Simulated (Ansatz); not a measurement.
Reaction (ligand exchange at a B–O bond): `OBF` + CH₃NH₂ → `CNBF` + H₂O

Program: Ansatz. Geometries: PBE0-D4/def2-TZVP. ΔE: electronic, gas phase. CCSD(T)/CBS adds triple-zeta CCSD(T) − MP2 to the extrapolated MP2 energy (def2 sets, frozen cores). This one scheme is used for every species. One conformer a species, not always the lowest.

```json
{"species": "`OBF`", "CCSD/def2-TZVPP energy (Eh)": "-200.95630"}
{"species": "CH₃NH₂", "CCSD/def2-TZVPP energy (Eh)": "-95.68504"}
{"species": "`CNBF`", "CCSD/def2-TZVPP energy (Eh)": "-220.30820"}
{"species": "H₂O", "CCSD/def2-TZVPP energy (Eh)": "-76.32939"}
```

(1) Work out ΔE.

Largest T1 diagnostic among the species: 0.013.

Answers

(1) ΔE = (-220.30820) + (-76.32939) − (-200.95630) − (-95.68504) = 0.00375 Eh = +9.8 kJ/mol. CCSD(T)/CBS gives +5.7 kJ/mol.

Leaving LDA and LC-ωPBE aside and taking each functional with its dispersion term where it has one, the values, not all of them listed here, spread over 7.6 kJ/mol, from revPBE-D4 to B97M-V. LDA lies −6.1 kJ/mol from PBE without D4. The D4 term adds −3.4 kJ/mol with B3LYP and −1.9 kJ/mol with PBE0; it sums over pairs of atoms, weighted by their polarisabilities, and B3LYP, whose exchange is more repulsive, gets the larger term.

B3LYP here is the variant with VWN-RPA as its local correlation; programs differ in this.
